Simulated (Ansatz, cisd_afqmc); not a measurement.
System: Se, charge 0, triplet.

Total energies in cc-pVTZ-DK, 6 correlated electrons, 14 frozen orbitals. Open shells are spin-unrestricted; no spin-orbit coupling. The -DK rows use spin-free X2C. AFQMC/CISD: phaseless, guided by CISD from CCSD amplitudes; bars are statistical, one sigma. Outlying blocks are dropped, and bars are widened where a walk drifts. Over all cases where full CI ran beside it in this data, AFQMC minus full CI had a median of +0.1 mEh and passed +0.4 mEh in a tenth of the cases.

```
method         program          energy (Eh)  minus CCSDTQ (mEh)
----------  ----------  -------------------  ------------------
HF              Ansatz          -2428.08437              122.17
MP2             Ansatz          -2428.18361               22.94
CCSD            Ansatz          -2428.20234                4.20
CCSD(T)         Ansatz          -2428.20587                0.67
CCSDT(Q)        Ansatz          -2428.20653                0.01
CCSDTQ          Ansatz          -2428.20654                0.00
AFQMC/CISD  cisd_afqmc  -2428.2062 ± 0.0001           0.3 ± 0.1
```

Ansatz is a program for electronic structure.
